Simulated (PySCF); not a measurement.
Identify the unknown among the candidates.

All candidates are C3H9ClOSi2.

- 1H NMR: chemical shifts (computed TMS as zero) by class: 5.15 (1 H), 5.10 (1 H), 5.05 (1 H), 4.88 (1 H), 3.21 (1 H), 2.61 (1 H), 2.06 (1 H), 1.02 (1 H), 0.90 (1 H) ppm [GIAO PBE0/pcSseg-1]
- Dipole: 2.08 D [wB97X-D/def2-SVPD]
- Triplet: lowest triplet excitation (Tamm–Dancoff): 6.12 eV [TDA wB97X-D/def2-SVPD]
- 13C NMR: chemical shifts (computed TMS as zero) by class: 48.1 (1 C), 35.0 (1 C), 15.2 (1 C) ppm [GIAO PBE0/pcSseg-1]
- Rotational structure: rotational constants A, B, C: 2.759, 0.996, 0.768 GHz [GFN2-xTB]
- UV, first state: lowest singlet excitation: 6.69 eV (185 nm, f = 0.007) [TDDFT wB97X-D/def2-SVPD]
- Polarisability: 97.0 au [wB97X-D/def2-SVPD]
- UV, strongest line: among the 8 lowest singlet transitions: S8 at 8.29 eV (150 nm, f = 0.024) [TDDFT wB97X-D/def2-SVPD]
- NMR, other nuclei: isotropic shieldings of nuclei other than C and H, by class: 308 (1 O), 369 (1 Si), 372 (1 Si), 848 (1 Cl) ppm [GIAO PBE0/pcSseg-1]

Electronic properties: PySCF, gas phase, density fitting. Levels stand in brackets. Geometry: GFN2-xTB, one conformer, isolated molecule. Each NMR value is the plain mean over a class of atoms that symmetry, rotation or inversion makes alike.

**Question.** Which candidate is it?
A. `Cl[C@H]1CC[SiH2]O[SiH2]1`
B. `C=C[Si@H](Cl)[SiH2]OC`
C. `CO[SiH2]/C=C\[SiH2]Cl`
D. `C[C@@H]1C[SiH2]O[Si@H]1Cl`

**Answer.** A. It is `Cl[C@H]1CC[SiH2]O[SiH2]1`. Numbering: `[Cl:1][C@H:2]1[CH2:3][CH2:4][SiH2:5][O:6][SiH2:7]1`. Its formula, C3H9ClOSi2, gives 1 degree of unsaturation: 1 ring and 0 π bonds in the structure found. 3 carbons fall into 3 classes; from least to most shielded: sp3 C–Cl carbon [C2] (48.1 ppm), ring CH2 carbon [C3] (35.0 ppm), ring sp3 carbon bound to silicon [C4] (15.2 ppm). Hydrogen classes from least to most shielded: 1 H on an oxygen-bound silicon, Si5 (5.15 ppm), 1 H on an oxygen-bound silicon, Si5 (5.10 ppm), 1 H on an oxygen-bound silicon, Si7 (5.05 ppm), 1 H on an oxygen-bound silicon, Si7 (4.88 ppm), 1 H on an sp3 C–Cl carbon, C2 (3.21 ppm), 1 H on a ring CH2 carbon, C3 (2.61 ppm), 1 H on a ring CH2 carbon, C3 (2.06 ppm), 1 H on an sp3 carbon bound to silicon, C4 (1.02 ppm), 1 H on an sp3 carbon bound to silicon, C4 (0.90 ppm). The other shieldings belong to: 308 ppm, siloxane oxygen [O6]; 369 ppm, oxygen-bound silicon [Si5]; 372 ppm, oxygen-bound silicon [Si7]; 848 ppm, alkyl chlorine [Cl1]. The optimised geometry has point group C1 and is an asymmetric top.

The others, at the same levels:
- `C[C@@H]1C[SiH2]O[Si@H]1Cl` fails: its computed 13C shifts are 26.8 (1 C), 22.3 (1 C), 18.7 (1 C) ppm, 1H shifts are 5.23 (1 H), 5.16 (1 H), 5.15 (1 H), 1.29 (1 H), 1.27 (1 H), 1.24 (3 H), 0.84 (1 H) ppm and lowest singlet excitation is 7.40 eV (168 nm, f = 0.017) (against 6.69 eV).
- `CO[SiH2]/C=C\[SiH2]Cl` fails: its computed 13C shifts are 162.6 (1 C), 152.0 (1 C), 51.3 (1 C) ppm, 1H shifts are 7.34 (1 H), 6.75 (1 H), 5.47 (2 H), 5.18 (2 H), 3.76 (3 H) ppm and smallest rotational constant is 0.600 GHz (against 0.768 GHz).
- `C=C[Si@H](Cl)[SiH2]OC` fails: its computed 13C shifts are 143.8 (1 C), 139.1 (1 C), 56.1 (1 C) ppm, 1H shifts are 6.68 (1 H), 6.50 (1 H), 6.42 (1 H), 5.65 (1 H), 5.17 (1 H), 5.08 (1 H), 3.69 (3 H) ppm and rotational constant A is 2.315 GHz (against 2.759 GHz).

Each candidate is one conformer, not necessarily the lowest. Dipoles, sizes and rotational constants follow the conformer. The torsions of the flexible species, by atom-mapped SMILES:
- `[CH3:1][O:2][SiH2:3]/[CH:4]=[CH:5]\[SiH2:6][Cl:7]`: C1–O2–Si3–C4 -179°, O2–Si3–C4–C5 1°, C4–C5–Si6–Cl7 180°
- `[CH2:1]=[CH:2][Si@H:3]([Cl:4])[SiH2:5][O:6][CH3:7]`: C1–C2–Si3–Cl4 4°, C2–Si3–Si5–O6 -65°, Si3–Si5–O6–C7 -179°

The conformers of `Cl[C@H]1CC[SiH2]O[SiH2]1` and `C[C@@H]1C[SiH2]O[Si@H]1Cl` aren't listed.
